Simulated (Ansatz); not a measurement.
Reaction (ligand exchange at a B–C bond): `B[C](=C)[AlH2]` + silanol → `BO[SiH3]` + `C=[CH][AlH2]`

Computed with Ansatz on PBE0-D4/def2-TZVP structures; ΔE is electronic, products minus reactants. CCSD(T)/CBS is the MP2 limit (def2-TZVPP, def2-QZVPP) plus CCSD(T) − MP2 in def2-TZVPP, frozen cores. Functionals use def2-TZVPP.

`B[C](=C)[AlH2]`:

Cartesian coordinates in Å:
```
B -1.565 0.307 -0.356
C -0.070 -0.012 -0.135
C 0.626 -0.418 -1.218
Al 0.887 0.121 1.560
H -2.037 0.185 -1.454
H -2.277 0.674 0.536
H 0.154 -0.515 -2.198
H 1.687 -0.671 -1.186
H 2.433 -0.259 1.560
H 0.162 0.588 2.891
```

`O[SiH3]`:

```xyz
6

O     0.688    0.259    1.050
Si   -0.234    0.091   -0.305
H     1.104   -0.525    1.408
H     0.561   -0.433   -1.450
H    -0.742    1.445   -0.623
H    -1.377   -0.838   -0.080
```

`BO[SiH3]`:

```xyz
8

B     1.559   -0.111    0.042
O     0.393   -0.033   -0.627
Si   -1.181    0.083   -0.117
H     1.564   -0.101    1.246
H     2.570   -0.188   -0.596
H    -1.238    0.097    1.367
H    -1.921   -1.084   -0.651
H    -1.747    1.337   -0.666
```

`C=[CH][AlH2]`:

```xyz
8

C     0.802   -1.115   -0.147
C     0.152   -0.074   -0.679
Al   -0.852    1.118    0.474
H     0.783   -1.314    0.922
H     1.382   -1.818   -0.742
H     0.225    0.050   -1.759
H    -1.642    2.372   -0.094
H    -0.850    0.781    2.026
```

```csv
level,ΔE (kJ/mol)
PBE-D4,-116.4
r2SCAN-D4,-121.2
r2SCANh-D4,-121.0
ωB97X-V,-121.9
```

Q: What does CCSD(T)/CBS give? (Best estimate.)

A: Computed: -119.9 kJ/mol. The listed levels differ from it by 3.5, -1.3, -1.1, -2.0 kJ/mol.

Largest T1 diagnostic among the species: 0.013.

At CCSD(T), def2-SVP lies −19.8 kJ/mol from the extrapolated value and def2-TZVPP −1.7 kJ/mol. In def2-TZVPP, CCSD(T) changes the Hartree–Fock value by +7.6 kJ/mol (the triples alone add +1.6 kJ/mol) and MP2 by +10.2 kJ/mol.
